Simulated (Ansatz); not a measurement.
A series at B: from `CCB(CC)CC`, ligands are replaced one by one, each step taking up H₂O and setting free `CC`; n counts the steps. Ansatz, PBE0-D4/def2-TZVP geometries. Each molecule was computed in one conformer, which needn't be the lowest.

CBS adds triple-zeta CCSD(T) − MP2 to the MP2 limit, frozen cores; atoms without spin–orbit coupling. 

```json
{"n": "0", "molecule": "`CCB(CC)CC`", "atomization energy, CCSD(T)/CBS (kJ/mol)": "8684.0"}
{"n": "1", "molecule": "`CCB(O)CC`", "atomization energy, CCSD(T)/CBS (kJ/mol)": "6820.2"}
{"n": "2", "molecule": "`CCB(O)O`", "atomization energy, CCSD(T)/CBS (kJ/mol)": "4956.1"}
{"n": "3", "molecule": "`OB(O)O`", "atomization energy, CCSD(T)/CBS (kJ/mol)": "?"}
```

By hand: fit a straight line y = ȳ + b (n − n̄) to the 3 given rows and predict n = 3.

n̄ = 1.000, ȳ = 6820.10; Σ(n − n̄)(y − ȳ) = -3727.90, Σ(n − n̄)² = 2.000, so b = -1863.95 kJ/mol a step. Prediction: 6820.10 + (-1863.95) × (2.000) = 3092.2 kJ/mol.

By hand: compare with the computed value, 3074.3 kJ/mol, and give the steps along the whole series.

The line misses by -17.9 kJ/mol (computed minus predicted). Steps: -1863.8, -1864.1, -1881.8 kJ/mol.

The steps differ by up to 18.0 kJ/mol, small against a whole step but well beyond the method's doubt, so the ligands' effects don't simply add. The miss is 0.3 % of the series' range. The energies themselves are unsure by some kJ/mol a bond, though much of that is common to the series.
